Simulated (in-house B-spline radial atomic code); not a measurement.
Spin-orbit splittings of orbital energies (j = l + 1/2 less j = l - 1/2) and ratios of mean radii (lower j over upper j) along the 53-electron series, configuration [Kr] 4d10 4f5 5s2. Computed with a radial B-spline atomic code at the basis-set limit: Dirac-Hartree-Fock, average of the configuration, finite nuclei.

| ion | Z | splitting of 4d (eV) | radius ratio of 4d | splitting of 3p (eV) | radius ratio of 3p | splitting of 3d (eV) | radius ratio of 3d |
| --- | --- | --- | --- | --- | --- | --- | --- |
| Eu10+ | 63 | 5.6044 | 0.98521 | 135.25 | 0.94971 | 29.04 | 0.98259 |
| Gd11+ | 64 | 6.1947 | 0.98501 | 146.07 | 0.94806 | 31.405 | 0.98203 |
| Tb12+ | 65 | 6.8325 | 0.98479 | 157.58 | 0.94638 | 33.914 | 0.98146 |
